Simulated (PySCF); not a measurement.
**Structure elucidation problem**

Molecular formula: C7H4N2. Simulated spectra:

1H NMR (400 MHz, computed): δ 6.01 (s, 1H), 2.38 (s, 3H).

13C{1H} NMR (computed): δ 124.0 (CH), 121.9 (C), 120.0 (C), 118.6 (C), 115.4 (C), 81.9 (C), 6.2 (CH3).

PySCF 2.14 calculation with PBE0/pcSseg-1 with gauge-including orbitals and geometry: GFN2-xTB; no solvent, one conformer, fast rotation and ring inversion assumed for equivalent nuclei, relativity neglected.

δ = σ(ref) − σ, references computed at the same level: 1H (σref 31.72), 13C (σref 186.93) vs TMS.

**Question.** Which candidate is it?
A. C#Cn1cccc1C#N
B. N#CC/C=C1C=C/1C#N
C. CC#C/C(C#N)=C/C#N
D. N#CC1=CC=C(C#N)C1

**Answer.** C. 

1. Rings plus π bonds: 7 (no ring in the answer).
2. 7 carbon signals for 7 carbons: no two carbons are equivalent.
3. Carbon types of the structure: 5 × C, 1 × CH, 1 × CH3, which accounts for all hydrogens.
4. δC 124.0: alkene CH; the olefinic region.
5. δC 121.9: fully substituted alkene carbon; an sp2 carbon of a C=C bond.
6. δC 120.0, 118.6: nitrile carbon; C≡N carbons fall here, among the sp2 signals but without a proton.
7. δC 115.4, 81.9: alkyne carbon.
8. δH 6.01: hydrogen on an alkene CH; olefinic region.

The others: C#Cn1cccc1C#N would give 4 signals for carbon-bound and other non-exchanging H, not 2; N#CC1=CC=C(C#N)C1 would give 4 carbon signals, not 7; N#CC/C=C1C=C/1C#N would give 3 signals for carbon-bound and other non-exchanging H, not 2.

Shifts are as computed. Against solution values, carbons near 30 ppm lie about +3 ppm off and those near 130 ppm about +5 ppm. Of 1211 compounds with measured shifts, 218 miss one by over three times the rms of a fit or turn the order of signals round; such compounds aren't used in these exercises. No couplings were computed; multiplicities are counted from neighbouring protons, with m where these are inequivalent, close in shift, in a saturated or five-membered ring or joined by F or P, and br s for small geminal =CH2 splittings.
